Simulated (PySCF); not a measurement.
H3Sb, charge -1, doublet, at the geometry of the source list (a state made from the parent by changing its charge; the spin is typed, not shown lowest) (all electrons, no relativity) (in this run its highest filled SCF level lies above zero, so its values depend strongly on the basis, on diffuse functions most of all); PySCF with HF/STO-3G.

Here is a job for PySCF.
```python
from pyscf import gto, scf

mol = gto.M(
    atom='''
Sb    0.00190000   -0.00510000    0.74390000
H    -0.87650000   -1.04080000   -0.25290000
H    -0.46500000    1.28180000   -0.23730000
H     1.33960000   -0.23590000   -0.25370000
''',
    basis='sto-3g',
    charge=-1,
    spin=1,
    verbose=5,
)

mf = scf.UHF(mol)
mf.kernel()
mf.analyze()
```

**Question.** What does PySCF print? Leave out banner, timings and long lists.

**Answer.** 
```
PySCF version 2.14.0

[INPUT] verbose = 5
[INPUT] max_memory = 4000
[INPUT] num. atoms = 4
[INPUT] num. electrons = 55
[INPUT] charge = -1
[INPUT] spin (= nelec alpha-beta = 2S) = 1
[INPUT] symmetry False subgroup None
[INPUT] Mole.unit = angstrom
[INPUT] Symbol           X                Y                Z      unit          X                Y                Z       unit  Magmom
[...]
[INPUT] ---------------- BASIS SET ----------------
[INPUT] l, kappa, [nprim/nctr], expnt,             c_1 c_2 ...
[INPUT] Sb
[...]
                                1017.676657       0.5353281423
                                275.4230189       0.4446345422
[...]
                                114.3749494       0.3995128261
                                37.19828336       0.7001154689
[...]
                                19.07114112       0.2175436044
                                7.358239131       0.9166769611
[...]
                                2.383366187       0.0576109534
                                1.049163663       1.115578745
[...]
                                0.3515585034      -0.1972567438
                                0.1552895732      1.375495512
[...]
                                114.3749494       0.6076837186
                                37.19828336       0.3919573931
[...]
                                19.07114112       0.5777664691
                                7.358239131       0.4846460366
[...]
                                2.383366187       0.5852047641
                                1.049163663       0.543944204
[...]
                                0.3515585034      0.629032369
                                0.1552895732      0.6662832743
[...]
                                19.07114112       0.6555473627
                                7.358239131       0.286573259
[...]
                                2.383366187       0.6686785577
                                1.049163663       0.3052468245
[INPUT] H
[...]
                                0.62391373        0.53532814
                                0.1688554         0.44463454

nuclear repulsion = 48.737303199545
number of shells = 14
number of NR pGTOs = 90
number of NR cGTOs = 30
basis = sto-3g
ecp = {}

******** <class 'pyscf.scf.uhf.UHF'> ********
method = UHF
initial guess = minao
damping factor = 0
level_shift factor = 0
DIIS = <class 'pyscf.scf.diis.CDIIS'>
diis_start_cycle = 1
diis_space = 8
diis_damp = 0
SCF conv_tol = 1e-09
SCF conv_tol_grad = None
SCF max_cycles = 50
direct_scf = True
direct_scf_tol = 1e-13
number electrons alpha = 28  beta = 27
Set gradient conv threshold to 3.16228e-05
E1 = -8664.07338221899  E2 = 2381.118957178469  Ecoul = 2543.8570933744786  Exc = -162.7381361960097
init E= -6234.21712184098
cond(S) = 7.435006648471808

  alpha mo_energy =
[-1.07546294e+03 -1.62629453e+02 -1.54286565e+02 -1.54286550e+02
 -1.54286550e+02 -3.26732924e+01 -2.96300127e+01 -2.96299136e+01
 -2.96299132e+01 -2.09727112e+01 -2.09726934e+01 -2.09726931e+01
 -2.09725845e+01 -2.09725844e+01 -6.10177361e+00 -4.80226865e+00
 -4.80170748e+00 -4.80169955e+00 -1.94795145e+00 -1.94794091e+00
 -1.94038322e+00 -1.94011104e+00 -1.94011019e+00 -1.02679054e+00
 -6.46130913e-01 -6.45910655e-01 -5.22284165e-01 -4.76544984e-02
 -4.73970443e-02  2.18366672e-01]
  beta  mo_energy =
[-1.07546294e+03 -1.62629453e+02 -1.54286565e+02 -1.54286550e+02
 -1.54286550e+02 -3.26732924e+01 -2.96300127e+01 -2.96299136e+01
 -2.96299132e+01 -2.09727112e+01 -2.09726934e+01 -2.09726931e+01
 -2.09725845e+01 -2.09725844e+01 -6.10177361e+00 -4.80226865e+00
 -4.80170748e+00 -4.80169955e+00 -1.94795145e+00 -1.94794091e+00
 -1.94038322e+00 -1.94011104e+00 -1.94011019e+00 -1.02679054e+00
 -6.46130913e-01 -6.45910655e-01 -5.22284165e-01 -4.76544984e-02
 -4.73970443e-02  2.18366672e-01]
multiplicity <S^2> = 0.75  2S+1 = 2
E1 = -8756.690616525902  E2 = 2455.2698843969856  Ecoul = 2621.147489788578  Exc = -165.87760539159217
[...]
converged SCF energy = -6252.74687789413  <S^2> = 0.76482422  2S+1 = 2.0147697
Total Energy =                       -6252.746877894131103
[...]
0 Sb 2s         -0.00084  -0.00203  -0.00002   0.00040  -0.00246
0 Sb 3s          0.00211   0.00520   0.00004  -0.00114   0.00745
0 Sb 4s         -0.00759  -0.01638  -0.00008   0.00150  -0.00148
0 Sb 5s          0.19193   0.48762   0.00295  -0.07645   0.45641
0 Sb 2px        -0.00131   0.00025  -0.00012  -0.00063  -0.00001
0 Sb 2py         0.00021  -0.00004  -0.00073   0.00010  -0.00000
0 Sb 2pz        -0.00016  -0.00135   0.00000  -0.00010   0.00022
0 Sb 3px         0.00085  -0.00028   0.00061   0.00373   0.00046
0 Sb 3py        -0.00014   0.00004   0.00384  -0.00059  -0.00006
0 Sb 3pz         0.00008   0.00177   0.00000   0.00060  -0.00389
0 Sb 4px        -0.01754   0.00341  -0.00219  -0.01184  -0.00058
0 Sb 4py         0.00278  -0.00054  -0.01379   0.00188   0.00007
0 Sb 4pz        -0.00216  -0.01877  -0.00000  -0.00193   0.00672
0 Sb 5px         0.65561  -0.14124   0.12159   0.72110   0.05992
0 Sb 5py        -0.10382   0.02204   0.76733  -0.11442  -0.00801
0 Sb 5pz         0.08707   0.80890   0.00023   0.10937  -0.52195
0 Sb 3dxy       -0.00035   0.00004   0.00127   0.00048   0.00007
0 Sb 3dyz        0.00023  -0.00003   0.00194  -0.00030  -0.00006
0 Sb 3dz^2       0.00000  -0.00003   0.00002  -0.00001  -0.00007
0 Sb 3dxz       -0.00148   0.00017   0.00031   0.00196   0.00032
0 Sb 3dx2-y2     0.00094  -0.00013   0.00051  -0.00127  -0.00022
0 Sb 4dxy        0.01181  -0.00163  -0.03669  -0.01338  -0.00199
0 Sb 4dyz       -0.00765   0.00091  -0.05540   0.00836   0.00148
0 Sb 4dz^2      -0.00003   0.00097  -0.00063   0.00015   0.00099
0 Sb 4dxz        0.05009  -0.00535  -0.00901  -0.05452  -0.00782
0 Sb 4dx2-y2    -0.03116   0.00471  -0.01458   0.03546   0.00593
1 H 1s          -0.31431  -0.11674   0.43685   0.31534  -0.35341
2 H 1s          -0.29429  -0.11551  -0.44785   0.29722  -0.34938
3 H 1s           0.57054  -0.24449   0.00854  -0.50664  -0.51808

To work with the spin densities directly, `use mulliken_meta_spin()` only printing them here.

 ** Mulliken spin pop alpha/beta on meta-lowdin orthogonal AOs **
 ** Mulliken Spin Density (per AO)  **
spin_pop of  0 Sb 1s       -0.00000
spin_pop of  0 Sb 2s        0.00000
spin_pop of  0 Sb 3s        0.00000
spin_pop of  0 Sb 4s       -0.00000
spin_pop of  0 Sb 5s        0.00892
spin_pop of  0 Sb 2px       0.00000
spin_pop of  0 Sb 2py      -0.00000
spin_pop of  0 Sb 2pz      -0.00000
spin_pop of  0 Sb 3px       0.00001
spin_pop of  0 Sb 3py       0.00000
spin_pop of  0 Sb 3pz      -0.00000
spin_pop of  0 Sb 4px       0.00014
spin_pop of  0 Sb 4py      -0.00002
spin_pop of  0 Sb 4pz      -0.00003
spin_pop of  0 Sb 5px       0.52263
spin_pop of  0 Sb 5py      -0.01332
spin_pop of  0 Sb 5pz      -0.07583
spin_pop of  0 Sb 3dxy      0.00000
spin_pop of  0 Sb 3dyz      0.00000
spin_pop of  0 Sb 3dz^2    -0.00000
spin_pop of  0 Sb 3dxz      0.00000
spin_pop of  0 Sb 3dx2-y2    0.00000
spin_pop of  0 Sb 4dxy      0.00019
spin_pop of  0 Sb 4dyz      0.00005
spin_pop of  0 Sb 4dz^2    -0.00000
spin_pop of  0 Sb 4dxz      0.00302
spin_pop of  0 Sb 4dx2-y2    0.00128
spin_pop of  1 H 1s        0.07603
spin_pop of  2 H 1s        0.06233
spin_pop of  3 H 1s        0.41457
 ** Mulliken Spin Density (per atom)  **
spin density of  0 Sb =      0.44706
spin density of  1 H =      0.07603
spin density of  2 H =      0.06233
spin density of  3 H =      0.41457
 ** Mulliken pop alpha/beta on meta-lowdin orthogonal AOs **
 ** Mulliken pop       alpha | beta **
[...]
In total            28.00000 | 27.00000
 ** Mulliken atomic charges   ( Nelec_alpha | Nelec_beta ) **
charge of  0Sb =     -0.14969  (    25.79838     25.35132 )
charge of  1H =     -0.24568  (     0.66086      0.58482 )
charge of  2H =     -0.24038  (     0.65136      0.58902 )
charge of  3H =     -0.36425  (     0.88941      0.47484 )

WARN: System has nonzero charge -1; the dipole moment is origin-dependent.
Location of origin: [0. 0. 0.]

Dipole moment(X, Y, Z, Debye): -0.48111,  0.11665, -2.61022
```
